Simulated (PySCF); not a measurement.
# NMR problem set

Method: shielding tensors at PBE0/pcSseg-1 (GIAO), coordinates at the GFN2-xTB level, in PySCF 2.14.0 with density-fitted response routines (no solvent, single conformer, rapidly exchanging positions averaged, non-relativistic Hamiltonian).

δ = σ(ref) − σ, references computed at the same level: 1H and 13C against TMS. Where no couplings were computed, multiplicities follow the n + 1 count of equivalent neighbours, and m marks all less simple cases (inequivalent or close neighbours, rings, F or P nearby). Shifts are as computed. Against solution values, carbons near 30 ppm lie about +3 ppm off and those near 130 ppm about +5 ppm. Of 1211 compounds with measured shifts, 218 miss one by over three times the rms of a fit or turn the order of signals round; such compounds aren't used in these exercises.

Question: C$_{9}$H$_{13}$N. 1H NMR (500 MHz, computed): δ 7.25 (d, 1H), 6.53 (m, 1H), 6.31 (m, 1H), 3.52 (s, 3H), 2.96 (m, 1H), 2.82 (m, 1H), 2.79 (m, 1H), 2.08 (m, 1H), 1.49 (m, 1H), 1.25 (m, 1H), 1.01 (m, 1H). 13C{1H} NMR (computed): δ 173.9 (CH), 145.8 (CH), 142.2 (CH), 54.2 (CH2), 51.9 (CH), 50.8 (CH3), 48.9 (CH), 46.3 (CH), 31.7 (CH2). Give a structure.

Answer: SMILES C/N=C/[C@@H]1C[C@@H]2C=C[C@H]1C2. Rings plus π bonds: 4 (2 rings in the answer). 9 carbon signals for 9 carbons: no two carbons are equivalent. Carbon types of the structure: 6 × CH, 2 × CH2, 1 × CH3, which accounts for all hydrogens. δC 173.9: C=N carbon. δC 145.8, 142.2: alkene CH; an sp2 carbon of a C=C bond. δC 51.9, 46.3: allylic sp3 CH; saturated and bonded to C and H only. δH 3.52: hydrogen on a methyl carbon bonded to N; its carbon carries N, which withdraws density.

This is the structure that produced the data.

Question: C$_{9}$H$_{13}$N. 1H NMR (500 MHz, computed): δ 7.54 (d, 1H), 7.39 (m, 1H), 7.26 (m, 1H), 7.07 (d, 1H), 2.70 (s, 6H), 2.48 (s, 3H). 13C{1H} NMR (computed): δ 158.1 (C), 138.2 (C), 136.4 (CH), 131.5 (CH), 127.9 (CH), 123.5 (CH), 45.5 (CH3), 19.6 (CH3). Identify the compound.

Answer: `Cc1ccccc1N(C)C`. The formula gives 4 degrees of unsaturation (1 ring in the answer). 8 carbon signals for 9 carbons: some carbons are equivalent by symmetry or fast rotation. Carbon types of the structure: 2 × C, 4 × CH, 3 × CH3, which accounts for all hydrogens. δC 158.1: aromatic carbon bearing nitrogen; σ withdrawal by the attached heteroatom moves it downfield of the ring CH carbons. δC 138.2: substituted aromatic carbon. δC 136.4, 131.5, 127.9, 123.5: aromatic CH. δC 19.6: methyl carbon on an aromatic ring; saturated and bonded to C and H only.

The shifts were computed for this structure.
